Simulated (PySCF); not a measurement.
**Radial density of Cr³⁺ (chromium, charge +3)**

UHF, [Ar] 3d3, high-spin 4F determinant. All numbers are calculated (PySCF 2.14, the non-relativistic Hamiltonian (point nucleus), in def2-SVP).

```csv
r (bohr),4πr²ρ (e/bohr),4πr²(ρα − ρβ)
0.00119,0.1526,0.0000
0.00200,0.4216,0.0000
0.00336,1.125,0.0000
0.00565,2.837,0.0000
0.00950,6.694,0.0000
0.0160,13.88,0.0000
0.0269,23.51,0.0001
0.0452,28.59,0.0003
0.0760,23.64,0.0019
0.128,23.96,0.0222
0.215,31.24,0.1950
0.362,15.99,0.8999
0.608,11.05,2.2985
1.02,10.39,2.4674
1.72,1.977,0.8465
2.90,0.03694,0.0281
4.87,0.0009678,0.0004
8.19,1.387e-05,0.0000
```
